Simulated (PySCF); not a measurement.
Telling isomers of C₈H₁₀F₂Si apart by NMR

One averaged value for each set of equivalent atoms, one computed conformer, no relativistic terms, gas phase. Structure optimised with GFN2-xTB; shieldings: GIAO PBE0/pcSseg-1; PySCF 2.14.0 with density-fitted response routines.

Referencing at the same level of theory: ¹H and ¹³C against TMS. Splittings of carbon signals by F and P are missing where no couplings were computed. Where no couplings were computed, multiplicities follow the n + 1 count of equivalent neighbours, and m marks all less simple cases (inequivalent or close neighbours, rings, F or P nearby). Shifts are as computed. Against solution values, carbons near 30 ppm lie about +3 ppm off and those near 130 ppm about +5 ppm. Of 1211 compounds with measured shifts, 218 miss one by over three times the rms of a fit or turn the order of signals round; such compounds aren't used in these exercises.

(1) Tabulate the signals of `FC(F)C1=CC=C[Si@H]1C1CC1`, `C=C(C)[Si@@H]1C=CC(C(F)F)=C1` and their relative energies.

(2) What is the quickest way to tell FC(F)C1=CC=C[Si@H]1C1CC1 from C=C(C)[Si@@H]1C=CC(C(F)F)=C1?

Answers

(1) 
```json
{"SMILES": "FC(F)C1=CC=C[Si@H]1C1CC1", "carbon types": "1×C 5×CH 2×CH2", "δC": "155.6, 152.2, 151.4, 139.2, 122.7, 4.2, 2.7, -4.1", "δH": "7.20 (m, 1H), 7.03 (m, 1H), 6.65 (m, 1H), 6.23 (m, 1H), 5.20 (m, 1H), 0.79 (m, 1H), 0.61 (m, 1H), 0.30 (m, 1H), 0.23 (m, 1H), 0.23 (m, 1H)", "E rel. (kcal/mol)": "1.9"}
{"SMILES": "C=C(C)[Si@@H]1C=CC(C(F)F)=C1", "carbon types": "2×C 4×CH 1×CH2 1×CH3", "δC": "162.4, 153.5, 149.8, 140.3, 138.6, 136.1, 119.1, 24.9", "δH": "7.27 (m, 1H), 6.68 (m, 1H), 6.62 (m, 1H), 6.43 (m, 1H), 6.25 (br s, 1H), 5.98 (br s, 1H), 5.02 (m, 1H), 1.90 (s, 3H)", "E rel. (kcal/mol)": "0.0"}
```

Energies are electronic energies at PBE0/pcSseg-1 on these geometries, without zero-point or thermal terms, each for the one conformer computed, which needn't be the lowest.

(2) Both give the same number of carbon signals, but DEPT or the intensities differ. The first has a three-membered-ring carbon (CH2) at 4.2 ppm, the second a terminal =CH2 carbon at 138.6 ppm. Their most deshielded carbons lie at 155.6 and 162.4 ppm.
